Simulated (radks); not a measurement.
Task: Species: the thallium ion Tl3.5+. Configuration: [Xe] 4f(5/2: 6, 7/2: 7.5) 5d10 (fractional occupations, a model configuration). All-electron calculation, Dirac Kohn-Sham, PBE, spin-unpolarised, spherical densities, point nucleus. Program: a radial shooting solver on a logarithmic mesh with Libxc functionals.

Spin-orbit splittings of the eigenvalues, e(l+1/2) - e(l-1/2), with zeta = 2 splitting/(2l+1) and mean radii in bohr:

shell  occ.  splitting (eV)  zeta (eV)  <r> j=l-1/2  <r> j=l+1/2
2p        6            2066       1377      0.05589      0.06469
3p        6               ?          ?       0.1674       0.1835
3d       10           98.04      39.21       0.1595       0.1644
4p        6           112.1      74.72       0.3926       0.4267
4d       10           20.96      8.383       0.4322       0.4431
4f     13.5           4.668      1.334       0.4605       0.4668
5p        6           20.75      13.83       0.9328        1.023
5d       10           2.467     0.9867        1.279        1.320

Estimate the 3p splitting.

Result: 459.3 eV (zeta = 306.2 eV).
